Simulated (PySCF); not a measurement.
Screening by computed properties: pick the candidate that meets the target.

Species are written as SMILES; each is one conformer at its optimised geometry, gas phase, non-relativistic unless stated; the electronic structure was computed with PySCF and density fitting.

Dipoles, sizes and rotational constants follow the conformer. The torsions of the flexible species, by atom-mapped SMILES:
- `[CH:1]#[C:2][SiH2:3][C:4]([CH3:5])([CH3:6])[CH3:7]`: C2–Si3–C4–C5 180°
- `[CH3:1][O:2][C@@H:3]1[SiH2:4][C@@H:5]1[F:6]`: C1–O2–C3–Si4 151°
- `[CH3:1]/[C:2]([F:3])=[CH:4]\[O:5][SiH3:6]`: C2–C4–O5–Si6 -155°
- `[F:1][C@@H:2]1[CH2:3][C@H:4]1[O:5][SiH3:6]`: C3–C4–O5–Si6 152°
- `[F:1][C@@H:2]1[CH2:3][C@@H:4]1[O:5][SiH3:6]`: C3–C4–O5–Si6 -116°
- `[CH2:1]=[C:2]([CH2:3][F:4])[O:5][SiH3:6]`: C1–C2–C3–F4 -1°, C1–C2–O5–Si6 -175°
- `[Cl:1][GeH2:2][NH:3][GeH3:4]`: Cl1–Ge2–N3–Ge4 -71°
- `[SiH3:1][Se:2][SiH2:3][O:4][GeH3:5]`: Si1–Se2–Si3–O4 50°, Se2–Si3–O4–Ge5 53°

The conformers of `F[Si@H]1CCCO1` aren't listed.

Task: Wanted: HOMO–LUMO gap above 10.7 eV (CAM-B3LYP/def2-SVPD) and HOMO energy below -9.2 eV (CAM-B3LYP/def2-SVPD), at PBE0-D3(BJ)/def2-SVP geometries. Which candidate meets both?
A. `F[C@@H]1C[C@H]1O[SiH3]`
B. `O([SiH3])[C@@H]1[C@H](F)C1`
C. `C#C[SiH2]C(C)(C)C`
D. `CO[C@@H]1[SiH2][C@@H]1F`
E. `F[Si@H]1CCCO1`
F. `C/C(F)=C\O[SiH3]`

Result: E. Computed values:
```
                   species  HOMO–LUMO gap  HOMO energy
          C/C(F)=C\O[SiH3]        8.70 eV     -7.85 eV
   CO[C@@H]1[SiH2][C@@H]1F        9.14 eV     -8.28 eV
         C#C[SiH2]C(C)(C)C       10.03 eV     -9.05 eV
    F[C@@H]1C[C@H]1O[SiH3]       10.21 eV     -9.16 eV
O([SiH3])[C@@H]1[C@H](F)C1       10.42 eV     -9.28 eV
             F[Si@H]1CCCO1       10.94 eV     -9.76 eV
```

Task: Wanted: electronic spatial extent ⟨r²⟩ about the centre of nuclear charge below 950 bohr² (CAM-B3LYP/def2-SVPD) and lowest triplet excitation (Tamm–Dancoff) above 5 eV (TDA CAM-B3LYP/def2-SVPD), at PBE0-D3(BJ)/def2-SVP geometries. Which candidate meets both?
A. `[Cl][GeH2][NH][GeH3]`
B. `C/C(F)=C\O[SiH3]`
C. `C=C(CF)O[SiH3]`
D. `[C@@H]1(O[SiH3])C[C@H]1F`
E. `[SiH3][Se][SiH2][O][GeH3]`
F. `C#C[SiH2]C(C)(C)C`

Result: D. Computed values:
```csv
species,electronic spatial extent ⟨r²⟩ about the centre of nuclear charge,lowest triplet excitation (Tamm–Dancoff)
[C@@H]1(O[SiH3])C[C@H]1F,876 bohr²,6.77 eV
C=C(CF)O[SiH3],890 bohr²,4.24 eV
C/C(F)=C\O[SiH3],1019 bohr²,4.03 eV
C#C[SiH2]C(C)(C)C,1100 bohr²,4.91 eV
[Cl][GeH2][NH][GeH3],1314 bohr²,5.79 eV
[SiH3][Se][SiH2][O][GeH3],1934 bohr²,5.19 eV
```

Task: Wanted: static isotropic polarisability above 110 au (CAM-B3LYP/def2-SVPD) and smallest rotational constant below 1.3 GHz (PBE0-D3(BJ)/def2-SVP), at PBE0-D3(BJ)/def2-SVP geometries. Which candidate meets both?
A. `F[C@@H]1C[C@H]1O[SiH3]`
B. `[NH]([GeH3])[GeH2][Cl]`
C. `[SiH3][Se][SiH2][O][GeH3]`
D. `CO[C@@H]1[SiH2][C@@H]1F`
E. `C#C[SiH2]C(C)(C)C`

Result: C. Computed values:
```
                  species  static isotropic polarisability  smallest rotational constant
   F[C@@H]1C[C@H]1O[SiH3]                          65.1 au                     1.329 GHz
  CO[C@@H]1[SiH2][C@@H]1F                          69.8 au                     1.726 GHz
   [NH]([GeH3])[GeH2][Cl]                          82.8 au                     0.752 GHz
        C#C[SiH2]C(C)(C)C                          98.0 au                     1.258 GHz
[SiH3][Se][SiH2][O][GeH3]                         114.7 au                     0.540 GHz
```
